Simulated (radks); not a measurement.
Spherical quantum dot in the effective-mass picture: electrons in a hard-walled sphere of radius 3.67, all in effective atomic units (hartree* = m*/eps^2 hartree, bohr* = eps/m* bohr), one dielectric constant everywhere. Method: non-relativistic Kohn-Sham, PBEsol, spin-polarised, spherical densities; computed with a radial shooting solver with Libxc functionals. Levels are named by radial order and angular momentum (1s, 1p, 1d, 2s, ...), and open shells are averaged over m. Results are scaled to m* = 0.6 and eps = 12.7, for which hartree* = 101.2 meV and bohr* = 1.12 nm.

N = 5, configuration 1s2 1p(up 3, down 0). This is the lowest configuration that the search found. Occupied and some empty levels:

level,occupation,eigenvalue (meV),<r> (nm)
1s up,1,207.32,2.360
1s down,1,217.24,2.318
1p up,3,236.16,2.600
1p down,0,247.31,2.587
1d up,0,278.65,2.765
1d down,0,290.29,2.761
2s up,0,324.57,1.951
2s down,0,330.28,1.955
1f up,0,332.78,2.889
1f down,0,344.62,2.888

Energy (meV): total 670.171, kinetic 318.28, external 0, Hartree 511.07, exchange-correlation -159.19.
